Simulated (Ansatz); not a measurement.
`F[B]1C=[CH][GeH2]1` and `[BH]1C=[CH][GeH2]1` differ in one atom or group.

Ansatz, PBE0-D4/def2-TZVP geometries, multiplicity 1. 

Scalar relativity is left out up to krypton.

```json
{"property": "LUMO energy (ωB97M-V/def2-TZVPP) / eV", "`F[B]1C=[CH][GeH2]1`": "0.43"}
{"property": "HOMO energy (PBE/def2-TZVPP) / eV", "`F[B]1C=[CH][GeH2]1`": "-6.38"}
{"property": "HOMO energy (ωB97M-V/def2-TZVPP) / eV", "`F[B]1C=[CH][GeH2]1`": "-9.71"}
{"property": "size of the dipole moment (PBE/def2-TZVPP) / D", "`F[B]1C=[CH][GeH2]1`": "1.29"}
{"property": "LUMO energy (B3LYP/def2-TZVPP) / eV", "`F[B]1C=[CH][GeH2]1`": "-1.90"}
{"property": "LUMO energy (PBE/def2-TZVPP) / eV", "`F[B]1C=[CH][GeH2]1`": "-2.71"}
```

Q: Give the same properties after the change, and the shifts. (Best estimate.)

A: Ansatz gave: 
```tsv
property	`[BH]1C=[CH][GeH2]1`	shift
LUMO energy (ωB97M-V/def2-TZVPP) / eV	0.28	-0.15
HOMO energy (PBE/def2-TZVPP) / eV	-6.37	0.01
HOMO energy (ωB97M-V/def2-TZVPP) / eV	-9.61	0.10
size of the dipole moment (PBE/def2-TZVPP) / D	1.02	-0.27
LUMO energy (B3LYP/def2-TZVPP) / eV	-1.95	-0.05
LUMO energy (PBE/def2-TZVPP) / eV	-2.78	-0.07
```

With PBE0 the HOMO rises by 0.10 eV and the LUMO falls by 0.05 eV, so the gap narrows by about 0.15 eV. PBE moves the HOMO by 0.01 eV and ωB97M-V by 0.10 eV. Dipoles are sizes alone; their direction can turn.

B3LYP here is the variant with VWN-RPA as its local correlation; programs differ in this.
